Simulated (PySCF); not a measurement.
An unknown is described by computed data only.

Formula: C7H10O.

| Quantity | Value |
| --- | --- |
| 13C NMR | chemical shifts (computed TMS as zero) by class: 219.6 (1 C), 24.0 (2 C), 15.0 (4 C) ppm [GIAO B97-2/pcSseg-2] |
| Dipole | 2.74 D [B97-2/pcSseg-2] |
| NMR, other nuclei | isotropic shieldings of nuclei other than C and H, by class: -184 (1 O) ppm [GIAO B97-2/pcSseg-2] |
| Rotational structure | rotational constants A, B, C: 5.656, 1.193, 1.161 GHz [PBE0-D3(BJ)/def2-TZVP] |
| 1H NMR | chemical shifts (computed TMS as zero) by class: 2.00 (2 H), 1.11 (4 H), 0.76 (4 H) ppm [GIAO B97-2/pcSseg-2] |

Gas-phase values; electronic properties from PySCF, density fitting. Levels stand in brackets. Geometry: PBE0-D3(BJ)/def2-TZVP, one conformer, isolated molecule. NMR values are class means; diastereotopic atoms form classes of their own.

Problem. What is the compound? Reason from the data.

Solution. Numbering: `[O:1]=[C:2]([CH:3]1[CH2:4][CH2:5]1)[CH:6]1[CH2:7][CH2:8]1`. Its formula, C7H10O, gives 3 degrees of unsaturation: 2 rings and 1 π bond in the structure found. 7 carbons fall into 3 classes; from least to most shielded: ketone carbonyl carbon [C2] (219.6 ppm), sp3 carbon next to a carbonyl [C3/C6] (24.0 ppm, 2 C), three-membered-ring carbon [C4/C5/C7/C8] (15.0 ppm, 4 C). Hydrogen classes from least to most shielded: 2 H on 2 like atoms (sp3 carbon next to a carbonyl), C3/C6 (2.00 ppm), 4 H on 4 three-membered-ring carbons, C4/C5/C7/C8 (1.11 ppm), 4 H on 4 three-membered-ring carbons, C4/C5/C7/C8 (0.76 ppm). The other shieldings belong to: -184 ppm, ketone oxygen [O1]. The optimised geometry has point group C2v and is an asymmetric top. Structure: `O=C(C1CC1)C1CC1`. The assignments are read from this structure; whether some other isomer fits the data as well wasn't checked.

Conformer computed: `[O:1]=[C:2]([CH:3]1[CH2:4][CH2:5]1)[CH:6]1[CH2:7][CH2:8]1`: O1–C2–C3–C4 33°, O1–C2–C6–C7 -34°.
